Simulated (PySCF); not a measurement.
C₅H₅FN₂O₂.
SMILES: `C(=O)n1c(cc(F)n1)CO`

Computed with PySCF at B3LYP/def2-SVPD, non-relativistic, on one gas-phase PBE0-D3(BJ)/def2-SVP geometry that isn't relaxed in the solvent. The solvent is an IEF-PCM continuum (van der Waals radii × 1.2), and excitations are vertical TDDFT with non-equilibrium linear response and a frozen core. The model holds no explicit solvent molecules, cavitation or dispersion.

Gas-phase singlets (H = HOMO, L = LUMO):

```csv
state,E (eV),λ (nm),f,leading configuration
S1,4.812,258,0.003,H-1→L 61%
S2,4.988,249,0.023,H→L 80%
S3,5.097,243,0.003,H-3→L 62%
S4,5.536,224,0.274,H-2→L 94%
S5,5.910,210,0.003,H-4→L 97%
```

Question: Give the list for dimethylsulfoxide (ε = 46.83), n² = 2.19.

Answer: 
```
state  E (eV)  λ (nm)      f  leading configuration  change by rank (eV)
   S1   4.972     249  0.001              H-2→L 52%               +0.160
   S2   5.041     246  0.039                H→L 96%               +0.053
   S3   5.274     235  0.003              H-3→L 51%               +0.177
   S4   5.438     228  0.375              H-1→L 92%               -0.098
   S5   6.074     204  0.002              H-4→L 98%               +0.164
```

Question: What are the lowest 5 singlets in water (ε = 78.36)?

Answer: 
```tsv
state	E (eV)	λ (nm)	f	leading configuration	change by rank (eV)
S1	4.975	249	0.001	H-2→L 52%	+0.163
S2	5.047	246	0.036	H→L 96%	+0.059
S3	5.278	235	0.003	H-3→L 51%	+0.181
S4	5.464	227	0.353	H-1→L 92%	-0.072
S5	6.078	204	0.002	H-4→L 98%	+0.168
```

Question: The ground-state energy changes by -0.349 eV from gas to water. By how much does the total energy of gas-phase S2 change?

Answer: E(S2) = E(S0) + excitation energy, so it changes by -0.349 + 0.059 = -0.290 eV: it is lowered less than the ground state, which is what a blue shift means. This is the vertical state, with the slow part of the continuum still set for S0.

Question: How do the frontier levels move from gas to water?

Answer: 
```csv
orbital,gas (eV),solvent (eV),change (eV)
LUMO+2,0.28,0.55,+0.27
LUMO+1,-0.08,0.16,+0.24
LUMO,-2.30,-2.03,+0.27
HOMO,-7.96,-7.76,+0.20
HOMO-1,-8.18,-7.94,+0.24
HOMO-2,-8.21,-8.15,+0.06
HOMO-3,-8.86,-8.68,+0.18
```

The HOMO–LUMO gap goes from 5.65 to 5.73 eV. Rows go by rank; for HOMO-2, HOMO-1 and HOMO the atom shares or the degeneracy differ between the runs, so the row needn't follow one orbital.

Shape of the structure used: `[O:1]=[CH:2][n:3]1[n:4][c:5]([F:6])[cH:7][c:8]1[CH2:9][OH:10]`: O1–C2–N3–N4 -177°, C7–C8–C9–O10 121°, H–O10–C9–C8 73°.
